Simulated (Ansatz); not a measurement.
```yaml
crystal:
  periodic: [false, false, false]
  atoms:
    - {symbol: Cu, position_ang: [1.621921, 0.437154, 1.363207]}
    - {symbol: Cu, position_ang: [0.511186, 0.979577, -0.701670]}
    - {symbol: Cu, position_ang: [-0.863497, -0.921772, -1.182999]}
    - {symbol: Cu, position_ang: [-0.683593, -0.204843, 1.095493]}
    - {symbol: Te, position_ang: [-2.021855, 1.281037, -0.502882]}
    - {symbol: Te, position_ang: [1.435838, -1.571153, -0.071159]}
basis:
  gaussian: {orbitals: def2-TZVP}
total_charge: 1
magnetization: {spin_polarized: true, initial_magnetization: 1}
hamiltonian: {xc: pbe0, dispersion: d4}
scf: {omitted_lower_state_checks: [starts]}
output: {orbitals: {seedname: orbitals}}
```

```sh
$ ansatz run in.yaml --threads 4 --pin off --events-out ev --progress --plain --max-ram 4787MiB
```

(1) Does this run fit into the memory that it is given?

Answers

(1) No. It has 280 basis functions, and Ansatz plans for 5.20 GiB where 4.67 GiB are given.
